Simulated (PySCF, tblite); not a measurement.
Isomers of C3H11NO2Si3. Computed values, GFN2-xTB/tblite, gas phase, harmonic and unscaled. The method is semi-empirical: single wavenumbers can be off by several per cent or more. Modes of hydrogen on silicon can be 10 to 20 % off. One conformer each.

Electronic energies: PBE0/pcSseg-1 single points on the GFN2-xTB geometries (PySCF, gas phase).

| SMILES | electronic energy, lowest = 0 (kJ/mol) |
| --- | --- |
| C=C[Si@@](O)(C=O)[SiH2]N[SiH3] | 230.4 |
| CN[SiH2]C(=O)[SiH2]C(=O)[SiH3] | 488.5 |
| C/C(C=O)=N\[SiH2][SiH2]O[SiH3] | 213.6 |
| C/N=C/[C@@H]1[SiH2]O[Si@@H]1O[SiH3] | 0.0 |

Q: How do GFN2-xTB zero-point energies change the relative energies?

A: 
| SMILES | ZPE (kJ/mol) | of it from modes above 1550 cm⁻¹ | electronic (kJ/mol) | with ZPE, lowest = 0 (kJ/mol) | lowest mode (cm⁻¹) | rings |
| --- | --- | --- | --- | --- | --- | --- |
| C/N=C/[C@@H]1[SiH2]O[Si@@H]1O[SiH3] | 348.4 | 180.7 | 0.0 | 0.0 | 36 | 1 |
| C/C(C=O)=N\[SiH2][SiH2]O[SiH3] | 333.6 | 185.0 | 213.6 | 198.8 | 5 | 0 |
| C=C[Si@@](O)(C=O)[SiH2]N[SiH3] | 338.1 | 199.5 | 230.4 | 220.2 | 19 | 0 |
| CN[SiH2]C(=O)[SiH2]C(=O)[SiH3] | 335.0 | 188.5 | 488.5 | 475.2 | 15 | 0 |

The zero-point energies span 14.8 kJ/mol, from `C/C(C=O)=N\[SiH2][SiH2]O[SiH3]` to `C/N=C/[C@@H]1[SiH2]O[Si@@H]1O[SiH3]`. The order is unchanged.

Q: And how do the electronic energies of GFN2-xTB itself compare?

A: `C/N=C/[C@@H]1[SiH2]O[Si@@H]1O[SiH3]` 0.0; `C/C(C=O)=N\[SiH2][SiH2]O[SiH3]` 200.5; `C=C[Si@@](O)(C=O)[SiH2]N[SiH3]` 434.6; `CN[SiH2]C(=O)[SiH2]C(=O)[SiH3]` 608.2 kJ/mol, lowest = 0. Against the energies above, taken from the same isomer `C/N=C/[C@@H]1[SiH2]O[Si@@H]1O[SiH3]`, the largest difference is 204.2 kJ/mol.
